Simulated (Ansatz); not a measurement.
Ideal-gas functions of BClH$_{2}$OS, SMILES `OB(S)Cl` at 298.15 K and 1 bar, from an Ansatz frequency run at PBE0-D4/def2-TZVP.

Molar mass 96.35 g/mol, point group Cs (symmetry number 1), electronic degeneracy 1, moments of inertia 74.031, 163.533, 237.564 u Å². Harmonic wavenumbers (cm⁻¹, unscaled): 232, 341, 369, 488, 546, 551, 813, 876, 1132, 1370, 2711, 3867.

Use S(trans) = R[1.5 ln M + 2.5 ln T − 1.1517]; rotational temperatures θ = 24.2544 K / I; S(rot) = R[ln(√π/σ · √(T³/θAθBθC)) + 1.5]; for each mode x = 1.438777 ν̃/T, S = R[x/(eˣ − 1) − ln(1 − e⁻ˣ)] and H = RT x/(eˣ − 1); 1 cm⁻¹ = 0.0119627 kJ/mol; R = 8.31446 J/(mol·K).

Q: By hand: the entropy, in J/(mol·K).

A: Translation 165.8. Rotation: θ = 0.3276, 0.1483, 0.1021 K, giving 110.3. Vibration, mode by mode: 7.80, 5.05, 4.54, 2.88, 2.31, 2.27, 0.82, 0.64, 0.23, 0.09, 0.00, 0.00, in all 26.6. Electronic 0.0. Sum 302.7 J/(mol·K).

Q: By hand: H − E and G − E in kJ/mol, counted from the electronic energy.

A: Zero-point energy ½ × 13296 × 0.0119627 = 79.5; thermal vibration 5.3; translation, rotation and pV give 4 RT = 9.9. H − E = 94.7 kJ/mol, and G − E = 94.7 − 298.15 × 302.7/1000 = 4.4 kJ/mol.

Vibration gives 9 % of the entropy. The sum counts one conformer and one mirror image; others add a mixing term.
